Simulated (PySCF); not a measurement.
PbI, SMILES [I][Pb+] (connectivity only; charge and spin as stated), charge +1, multiplicity 1. The structure is a stationary point at r2SCAN-D4/def2-TZVP. The spin state was assumed, not searched. The def2 effective core potentials stand for the cores of I, Pb; spin–orbit coupling is left out.

Method: r2SCAN-D4/def2-TZVP in PySCF.

Harmonic wavenumbers (cm⁻¹): 204. Rotational constants (GHz): 0.8951 (linear); symmetry number 1.

Question: Work out the zero-point energy and the ideal-gas rigid-rotor harmonic-oscillator thermochemistry at 298.15 K and 1 atm.

Answer: ZPE = ½ Σ hcν = ½ × 204 cm⁻¹ = 0.29 kcal/mol. H − E(el) = 2.71 kcal/mol. Entropy in cal/(mol K): translation 43.31, rotation 19.56, vibration 2.10, total 64.98. G − E(el) = -16.66 kcal/mol. Cp = 8.79 cal/(mol K).
